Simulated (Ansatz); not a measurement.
Z-matrix (Å, degrees):
```
C
C 1 1.3379
H 2 1.0833 1 132.94
C 1 1.4840 2 135.21 3 0.00
H 4 1.0911 1 111.37 2 0.05
H 4 1.0943 5 108.29 1 -122.31
H 4 1.0943 5 108.28 6 -115.37
C 2 1.5150 3 132.30 1 180.00
H 8 1.0923 2 116.02 3 64.69
H 8 1.0923 9 108.66 2 132.85
C 1 1.5193 2 93.92 3 -180.00
H 11 1.0928 1 115.63 2 -115.71
H 11 1.0928 12 108.66 1 131.93
```
Charge 0, multiplicity 1.

Computed with frozen-core CCSD(T)/cc-pVTZ // B3LYP-D3(BJ)/def2-TZVP (Ansatz, a program for electronic structure).

| Item | Result |
|---|---|
| HF energy | -194.00895 Ha |
| MP2 correlation energy | -0.83445 Ha |

Task: Estimate the CCSD correlation energy, the (T) correction, the total energy and the T1 diagnostic.

Result: 
```json
{
 "CCSD correlation energy": "-0.87630 Ha",
 "(T) correction": "-0.03936 Ha",
 "CCSD(T) total energy": "-194.92461 Ha",
 "T1 diagnostic": "0.010"
}
```
